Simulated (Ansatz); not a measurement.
Ansatz results at the PBE0-D4/def2-TZVP geometry: LUMO energy (PBE0/def2-TZVPP) -2.14 eV; HOMO–LUMO gap (B3LYP/def2-TZVPP) 4.77 eV; size of the dipole moment (B3LYP/def2-TZVPP) 0.07 D.

(1) Which molecule gave them?
A. `[CH3][In]([NH2])[NH2]`
B. `[SH][In]([SH])[Br]`
C. `C[CH2][InH2]`
D. `[SiH3][InH2]`

## Answers

(1) D. The others give `[CH3][In]([NH2])[NH2]`: -0.37, 5.54, 1.63; `[SH][In]([SH])[Br]`: -2.14, 5.16, 1.44; `C[CH2][InH2]`: -1.55, 5.06, 0.85.

B3LYP here is the variant with VWN-RPA as its local correlation; programs differ in this.
